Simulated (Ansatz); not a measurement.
ClHOS$_{2}$W, SMILES `[OH][W](=[S])(=[S])[Cl]`, 6 atoms. Charge 0, multiplicity 1. Correlated methods include outer-core shells of W, which these sets cover unevenly. W: def2 effective core potential. All runs use 4 threads of an Arm Neoverse V2 on a shared host. Correlated methods freeze the cores.

Give the basis size and wall time and peak host memory of each of these runs in Ansatz. RHF-MP2/def2-QZVPP energy; RKS ωB97M-V/def2-SVP energy; RKS B3LYP-D4/def2-TZVPP energy and forces; RKS revPBE-D4/def2-TZVPP energy; RKS B97M-V/def2-TZVPP energy; RHF-CCSD(T)/def2-TZVPP energy; RKS PBE0-D4/def2-QZVPP energy; RKS ωB97M-V/def2-QZVPP energy; RHF-CCSD(T)/def2-SVP energy; RKS PBE0-D4/def2-TZVP frequencies; RKS PBE0-D4/def2-SVP energy; RKS PBE-QIDH (frozen core)/def2-TZVPP energy. (Best estimate.)

Ansatz gave: Other jobs shared the machine, so times are rough.

```
                                level                job  functions  wall time  peak host memory (GiB)
                 RKS PBE0-D4/def2-SVP             energy        105      1.5 s                    0.46
             RKS revPBE-D4/def2-TZVPP             energy        227      2.5 s                    0.35
              RKS B3LYP-D4/def2-TZVPP  energy and forces        227        6 s                    0.74
RKS PBE-QIDH (frozen core)/def2-TZVPP             energy        227      7.5 s                    0.61
                 RHF-CCSD(T)/def2-SVP             energy        105        8 s                    0.47
                 RKS ωB97M-V/def2-SVP             energy        105        8 s                    0.46
               RKS PBE0-D4/def2-QZVPP             energy        378        9 s                     1.5
                RKS B97M-V/def2-TZVPP             energy        227       10 s                    0.46
                   RHF-MP2/def2-QZVPP             energy        378       17 s                     1.7
               RKS ωB97M-V/def2-QZVPP             energy        378       24 s                     1.8
                RKS PBE0-D4/def2-TZVP        frequencies        188      110 s                    0.59
               RHF-CCSD(T)/def2-TZVPP             energy        227    3.3 min                       4
```

B3LYP here is the variant with VWN-RPA as its local correlation; programs differ in this.
